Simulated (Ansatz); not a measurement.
Ansatz results at the PBE0-D4/def2-TZVP geometry: HOMO–LUMO gap (PBE/def2-TZVPP) 7.03 eV; size of the dipole moment (ωB97M-V/def2-TZVPP) 2.11 D; HOMO energy (B3LYP/def2-TZVPP) -8.25 eV.

Each molecule was computed in one conformer, which needn't be the lowest.

(1) Which molecule gave them?
A. `FB(S)O[SiH3]`
B. `COB(F)OC`
C. `FB(F)[Si](Cl)(Cl)Cl`
D. `B[Si](F)(F)F`

Answers

(1) B. The others give `FB(F)[Si](Cl)(Cl)Cl`: 5.03, 0.14, -8.95; `B[Si](F)(F)F`: 3.87, 2.03, -9.39; `FB(S)O[SiH3]`: 5.63, 0.96, -7.74.

B3LYP here is the variant with VWN-RPA as its local correlation; programs differ in this.
